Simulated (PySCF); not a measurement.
Computed shifts of a molecule C₃H₅BN₂O, PBE/pcSseg-1 (PySCF), GIAO, gas phase, equivalent atoms averaged, in ppm (number of nuclei): ¹⁵N: 285.4 (1), 75.2 (1). ¹³C: 162.6 (1), 157.1 (1), 122.3 (1). ¹H: 7.97 (1), 7.73 (1), 6.20 (1), 3.06 (1), 2.81 (1). References: ¹⁵N against NH3 (σ = 267.0 ppm); ¹¹B against BF3 (σ = 83.9 ppm); ¹³C against TMS (σ = 182.0 ppm); ¹⁷O against H2O (σ = 334.3 ppm); ¹H against TMS (σ = 31.49 ppm), references at their B3LYP-D3(BJ)/def2-TZVP geometries, non-relativistic. Geometry: TPSSh-D3(BJ)/def2-SVP. One conformer was computed; it need not be the lowest.

Question: Which structure fits?
A) NB1C=CN=CO1
B) N#C[C@H]1COB1N
C) C=CB(N)N=C=O
D) OCB1C=NC=N1

Answer: A, NB1C=CN=CO1
